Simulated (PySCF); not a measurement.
Computed shifts of a molecule C3H8BNO, PySCF with PBE0/pcSseg-1, GIAO, gas phase, atoms alike by connectivity averaged where their shifts nearly agree, in ppm (number of nuclei): ¹³C: 77.7 (1), 28.1 (1), 21.5 (1). ¹⁵N: 71.8 (1). ¹H: 4.85 (1), 3.07 (1), 2.85 (1), 1.83 (1), 1.59 (3), 1.18 (1). References: ¹³C against TMS (σ = 186.3 ppm); ¹¹B against BF3 (σ = 88.8 ppm); ¹⁵N against NH3 (σ = 267.4 ppm); ¹⁷O against H2O (σ = 334.2 ppm); ¹H against TMS (σ = 31.56 ppm), references at their B3LYP-D3(BJ)/def2-TZVP geometries, non-relativistic. The structure is a stationary point at B3LYP-D3(BJ)/def2-SVP. One conformer was computed; it need not be the lowest.

Problem. Pick the molecule that these values belong to.
(A) C[C@@H]1CB(N)O1
(B) C=C(C)B(N)O
(C) C=CB(N)OC
(D) C=CB(O)NC

Solution. A, C[C@@H]1CB(N)O1
